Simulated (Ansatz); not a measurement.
`[GeH3][SiH2][GeH2][GeH3]` and `[SiH3][SiH2][GeH2][SiH2][GeH3]` differ in one atom or group.

Ansatz, PBE0-D4/def2-TZVP geometries, multiplicity 1. Each molecule was computed in one conformer, which needn't be the lowest.

Scalar relativity is left out up to krypton.

```json
{"property": "size of the dipole moment (ωB97M-V/def2-TZVPP) / D", "`[GeH3][SiH2][GeH2][GeH3]`": "0.20"}
{"property": "HOMO–LUMO gap (ωB97M-V/def2-TZVPP) / eV", "`[GeH3][SiH2][GeH2][GeH3]`": "11.21"}
{"property": "HOMO energy (PBE0/def2-TZVPP) / eV", "`[GeH3][SiH2][GeH2][GeH3]`": "-7.79"}
{"property": "HOMO energy (PBE/def2-TZVPP) / eV", "`[GeH3][SiH2][GeH2][GeH3]`": "-6.78"}
{"property": "size of the dipole moment (B3LYP/def2-TZVPP) / D", "`[GeH3][SiH2][GeH2][GeH3]`": "0.22"}
{"property": "LUMO energy (ωB97M-V/def2-TZVPP) / eV", "`[GeH3][SiH2][GeH2][GeH3]`": "1.47"}
```

(1) Give the same properties after the change, and the shifts. (Best estimate.)

Answers

(1) Ansatz gave: 
```
                                          property  `[SiH3][SiH2][GeH2][SiH2][GeH3]`  shift
size of the dipole moment (ωB97M-V/def2-TZVPP) / D                              0.12  -0.08
           HOMO–LUMO gap (ωB97M-V/def2-TZVPP) / eV                             11.04  -0.17
                HOMO energy (PBE0/def2-TZVPP) / eV                             -7.79   0.00
                 HOMO energy (PBE/def2-TZVPP) / eV                             -6.78   0.00
  size of the dipole moment (B3LYP/def2-TZVPP) / D                              0.13  -0.09
             LUMO energy (ωB97M-V/def2-TZVPP) / eV                              1.32  -0.15
```

Dipoles are sizes alone; their direction can turn.

B3LYP here is the variant with VWN-RPA as its local correlation; programs differ in this.
